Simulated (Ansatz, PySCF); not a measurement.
Gas-phase reaction (SMILES): NB(N)F + N (NH3) -> NB(N)N + F (HF); ammonia cleaves one B-F bond, a model of a ligand-exchange step.

Structures are relaxed separately at B3LYP-D3(BJ)/def2-TZVP in Ansatz (a quantum-chemistry and plane-wave program), one conformer each, not searched for the lowest. Correlated levels leave the core frozen unless marked. No spin-orbit coupling. Non-relativistic. CBS(X,Y): correlation extrapolated as X^-3; Hartree-Fock from the larger set. The bracket is a focal-point correction in the basis named. Thermal terms are rigid-rotor harmonic-oscillator values from B3LYP-D3(BJ) frequencies (Ansatz or PySCF) at 298.15 K and 1 atm. 1 Eh = 627.5095 kcal/mol.

```
species  E, RI-MP2/CBS(aug-cc-pVTZ,aug-cc-pVQZ)+[CCSD(T)-MP2]/aug-cc-pVTZ (Ansatz) (Eh)  E, wB97X-V/def2-TZVPD (Ansatz) (Eh)  H - E (Eh)
-------  ------------------------------------------------------------------------------  -----------------------------------  ----------
NB(N)F                                                                       -236.55241                           -236.78480     0.06612
N (NH3)                                                                       -56.50756                            -56.56167     0.03799
NB(N)N                                                                       -192.64057                           -192.86470     0.09030
F (HF)                                                                       -100.39388                           -100.45520     0.01259
```

Problem. Work out ΔE and ΔH at 298.15 K at the first level, then ΔH at the second.

Solution. 
1. ΔE = [(-192.64057) + (-100.39388)] - [(-236.55241) + (-56.50756)] = 0.02552 Eh = 16.0 kcal/mol at RI-MP2/CBS(aug-cc-pVTZ,aug-cc-pVQZ)+[CCSD(T)-MP2]/aug-cc-pVTZ.
2. The terms H - E add up to -0.00122 Eh, so ΔH = (0.02552 + (-0.00122))×627.5095 = 15.2 kcal/mol.
3. At wB97X-V/def2-TZVPD the same steps give ΔE = 16.7 and ΔH = 15.9 kcal/mol, a shift of +0.7 from the first level.
4. These values are not checked against measurement here, since the tables used lack a sound gas-phase enthalpy of formation for at least one species.
